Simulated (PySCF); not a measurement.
Selenium tetrafluoride, SeF₄.
Geometry (PBE0-D3(BJ)/def2-SVP, Å), atoms numbered from 1 in this order:
```xyz
5
SeF4 angstrom
F     -0.0708    1.3709   -0.3730
Se    -0.0292   -0.3387   -0.4102
F     -1.7648   -0.2820   -0.0285
F      0.2192   -0.6727    1.2491
F      1.7376   -0.1823   -0.5338
```

Lines to be assigned: F 1s: 692.19 (area 2), 693.83 (area 2) eV.

Method: delta-SCF UKS SCAN, pcX-2 on the ionised atom, pcseg-1 elsewhere, spin-free X2C in PySCF. Isolated species at its PBE0-D3(BJ)/def2-SVP geometry, gas phase.

Order the fluorine atoms by F 1s binding energy.

692.19 eV: F3/F5 (fluorine bonded to Se); 693.83 eV: F1/F4 (fluorine bonded to Se). Lowest listed F 1s: F3/F5, bonded to Se. Highest, 1.64 eV above it: F1/F4, bonded to Se. Summing the Pauling electronegativity differences to the bonded atoms, each weighted by its formal bond order, gives -1.43 for the lowest site and -1.43 for the highest; the sum is the same at every site.

Bonded neighbours of each site: F1/F4: Se; F3/F5: Se.

Express the binding energy of F 1s of F3/F5 in atomic units and per mole.

692.19 eV = 25.4375 Eh = 66786 kJ/mol.

The first atom of each set that the bonding makes equivalent was ionised and stands for the set. No level of selenium is listed.

On one thread, Arm Neoverse V2 (aarch64) (shared host), this took 14 s and 0.45 GiB of memory at its peak.
